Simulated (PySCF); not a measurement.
Electron correlation in Co (cobalt, neutral)

[Ar] 3d8 4s1, high-spin 4F determinant (an excited configuration). All numbers are calculated (PySCF 2.14, the spin-free X2C one-electron Hamiltonian (Gaussian nucleus), in x2c-TZVPPall (6s5p4d2f1g, 64 functions)). Frozen: [Ar]; 9 electrons correlated.

| level | correlation energy (mhartree) |
| --- | --- |
| CCSD | -284.41 |
| (T) | -12.32 |
| CCSD(T) | -296.73 |

Diagnostics: T1 = 0.023, D1 = 0.0579, largest double amplitude 0.029.

Cost of the coupled-cluster step: of the order of 7 core-seconds, for 9 correlated electrons.
